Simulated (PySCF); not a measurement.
# Working out the excitation energy of Ge

Ge [Ar] 3d10 4s2 4p2 (3P) → Ge [Ar] 3d10 4s2 4p1 5s1 (3P). Computed with PySCF 2.14 in aug-cc-pVTZ-DK (7s6p4d2f, 59 functions), with the spin-free X2C one-electron Hamiltonian (Gaussian nucleus). Frozen: [Ar] 3d10. Energies in hartree (1 hartree = 27.21139 eV):

```csv
part,Ge (lower),Ge (upper)
UHF,-2097.051689,-2096.886509
CCSD correlation,-0.064794,-0.059197
(T),-0.001877,-0.001560
```

**Question.** What does Hartree-Fock give?

**Answer.** (-2096.886509) − (-2097.051689) = 0.165180 hartree = 4.495 eV.

**Question.** What do CCSD and CCSD(T) give?

**Answer.** The CCSD correlation energies differ by 0.005597 hartree = 0.152 eV and the triples by 0.000317 hartree = 0.009 eV, so CCSD gives 4.647 eV and CCSD(T) 4.656 eV.

Measured between the centres of the two terms (NIST): 4.648 eV, so CCSD(T) (valence) is off by 0.008 eV.

What remains against the reference includes basis incompleteness, the frozen core and higher excitations.
